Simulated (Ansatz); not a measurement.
Cost and result for the atomization energy of C₇H₁₆O (`CCCC(O)CCC`) (24 atoms, 23 bonds).

| atom | x (Å) | y (Å) | z (Å) |
| --- | --- | --- | --- |
| C1 | -2.478 | 1.441 | -1.340 |
| C2 | -1.262 | 1.695 | -0.463 |
| C3 | -0.101 | 0.725 | -0.653 |
| C4 | -0.335 | -0.702 | -0.171 |
| O5 | -1.268 | -1.385 | -0.999 |
| C6 | 0.964 | -1.501 | -0.036 |
| C7 | 1.614 | -1.470 | 1.343 |
| C8 | 2.083 | -0.107 | 1.827 |
| H9 | -2.925 | 0.469 | -1.135 |
| H10 | -3.237 | 2.212 | -1.182 |
| H11 | -2.204 | 1.462 | -2.399 |
| H12 | -0.892 | 2.708 | -0.653 |
| H13 | -1.561 | 1.680 | 0.592 |
| H14 | 0.182 | 0.682 | -1.715 |
| H15 | 0.775 | 1.122 | -0.134 |
| H16 | -0.826 | -0.671 | 0.810 |
| H17 | -0.937 | -1.356 | -1.901 |
| H18 | 1.683 | -1.165 | -0.796 |
| H19 | 0.719 | -2.541 | -0.272 |
| H20 | 0.906 | -1.886 | 2.070 |
| H21 | 2.468 | -2.155 | 1.332 |
| H22 | 2.611 | -0.196 | 2.780 |
| H23 | 2.770 | 0.355 | 1.112 |
| H24 | 1.250 | 0.583 | 1.982 |

Total charge 0; spin multiplicity 1. All single points use the PBE0-D4/def2-TZVP geometry. It is one conformer, not always the lowest. Program: Ansatz. All runs use 4 threads of an AMD EPYC 7R13 on a shared host and a share of an NVIDIA H100 80 GB. Times are those of one run each, without the atoms' runs, and a repeat can differ threefold. Electronic energies, without spin–orbit coupling; frozen cores. CCSD(T)/CBS adds CCSD(T) − MP2 in def2-TZVPP to the MP2 limit, and its time is that of the two runs behind it. T1 = 0.009. B3LYP takes the VWN-RPA correlation (the form of Gaussian; ORCA's B3LYP/G).

CCSD(T)/CBS is a level of theory with its own doubt, some kJ/mol a heavy atom from the limit and from the frozen cores, so smaller differences don't rank the functionals.

```csv
level,functions,wall time
r2SCAN-D4/def2-TZVPP (with forces),472,11 s
PBE-D4/def2-TZVPP (with forces),472,12 s
B2PLYP/def2-TZVPP,472,12 s
ωB97M-V/def2-TZVPP (with forces),472,13 s
PBE0-D4/def2-TZVPP,472,14 s
ωB97X-V/def2-TZVPP,472,15 s
MP2/def2-QZVPP,936,20 s
B3LYP-D4/def2-TZVPP (with forces),472,22 s
CCSD(T)/def2-TZVPP,472,60 s
CCSD(T)/CBS(def2),–,80 s
```

**Question.** What atomization energy does each give, and how far from CCSD(T)/CBS? (An estimate is asked.)

**Answer.** Ansatz gave: 
```json
{"level": "r2SCAN-D4/def2-TZVPP (with forces)", "atomization (kcal/mol)": "2285.3", "difference from CCSD(T)/CBS": "3.4", "per bond": "0.1"}
{"level": "PBE-D4/def2-TZVPP (with forces)", "atomization (kcal/mol)": "2323.1", "difference from CCSD(T)/CBS": "41.2", "per bond": "1.8"}
{"level": "B2PLYP/def2-TZVPP", "atomization (kcal/mol)": "2258.1", "difference from CCSD(T)/CBS": "-23.8", "per bond": "-1.0"}
{"level": "ωB97M-V/def2-TZVPP (with forces)", "atomization (kcal/mol)": "2287.5", "difference from CCSD(T)/CBS": "5.6", "per bond": "0.2"}
{"level": "PBE0-D4/def2-TZVPP", "atomization (kcal/mol)": "2295.7", "difference from CCSD(T)/CBS": "13.8", "per bond": "0.6"}
{"level": "ωB97X-V/def2-TZVPP", "atomization (kcal/mol)": "2284.3", "difference from CCSD(T)/CBS": "2.4", "per bond": "0.1"}
{"level": "MP2/def2-QZVPP", "atomization (kcal/mol)": "2284.9", "difference from CCSD(T)/CBS": "3.0", "per bond": "0.1"}
{"level": "B3LYP-D4/def2-TZVPP (with forces)", "atomization (kcal/mol)": "2281.4", "difference from CCSD(T)/CBS": "-0.5", "per bond": "0.0"}
{"level": "CCSD(T)/def2-TZVPP", "atomization (kcal/mol)": "2233.8", "difference from CCSD(T)/CBS": "-48.1", "per bond": "-2.1"}
{"level": "CCSD(T)/CBS(def2)", "atomization (kcal/mol)": "2281.9", "difference from CCSD(T)/CBS": "0.0", "per bond": "0.0"}
```

From PBE to PBE0 (25 % exact exchange), in def2-TZVPP and without D4, the atomization energy moves by −25.6 kcal/mol: exact exchange takes away binding that semilocal exchange gives to molecules. In def2-TZVPP, CCSD(T) changes the Hartree–Fock value by +523.7 kcal/mol (the triples alone add +27.4 kcal/mol) and MP2 by +546.7 kcal/mol; breaking electron pairs costs correlation energy, which Hartree–Fock lacks. The D4 term adds +19.0 kcal/mol with B3LYP and +10.3 kcal/mol with PBE0; it sums over pairs of atoms, weighted by their polarisabilities, and B3LYP, whose exchange is more repulsive, gets the larger term.
